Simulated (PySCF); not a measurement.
PySCF 2.14 output of an unrestricted r2SCAN calculation on a single atom or ion in x2c-TZVPPall with one added diffuse shell each of s, p, d, f type (9s7p5d3f, 76 functions), with the spin-free X2C one-electron Hamiltonian (Gaussian nucleus):

```
SCF conv_tol = 1e-09
number electrons alpha = 26  beta = 23
    J. W. Furness, A. D. Kaplan, J. Ning, J. P. Perdew, and J. Sun.,  J. Phys. Chem. Lett. 11, 8208-8215 (2020)
    J. W. Furness, A. D. Kaplan, J. Ning, J. P. Perdew, and J. Sun.,  J. Phys. Chem. Lett. 11, 9248-9248 (2020)
    J. W. Furness, A. D. Kaplan, J. Ning, J. P. Perdew, and J. Sun.,  J. Phys. Chem. Lett. 11, 8208-8215 (2020)
    J. W. Furness, A. D. Kaplan, J. Ning, J. P. Perdew, and J. Sun.,  J. Phys. Chem. Lett. 11, 9248-9248 (2020)
cycle= 1 E= -5880.58792875119  delta_E= -0.00812  |g|= 0.0381  |ddm|= 0.294
cycle= 2 E= -5880.58794739334  delta_E= -1.86e-05  |g|= 0.0283  |ddm|= 0.0457
cycle= 3 E= -5880.58809395073  delta_E= -0.000147  |g|= 0.0048  |ddm|= 0.0245
cycle= 4 E= -5880.58809933697  delta_E= -5.39e-06  |g|= 0.000122  |ddm|= 0.0054
cycle= 5 E= -5880.58809935209  delta_E= -1.51e-08  |g|= 1.88e-05  |ddm|= 0.000505
cycle= 6 E= -5880.58809935261  delta_E= -5.2e-10  |g|= 2.57e-06  |ddm|= 0.00012
converged SCF energy = -5880.58809935261  <S^2> = 3.7523483  2S+1 = 4.001174
```

The run itself started from symmetry-adapted Hartree-Fock orbitals and held the occupation by maximum overlap, on a logarithmic radial grid, so the iterations belong to that start.

Question: Which element, charge and spin multiplicity is this?

Answer: In (indium, neutral), multiplicity 4; the state was [Kr] 4d10 5s1 5p1 5d1, one real determinant (an excited configuration).

⟨L²⟩ = 8.01 against 12 for a pure F term, so this real determinant mixes terms. The outer electron is Rydberg-like, and this basis confines it to a smaller radius and binds it less than a complete one would.
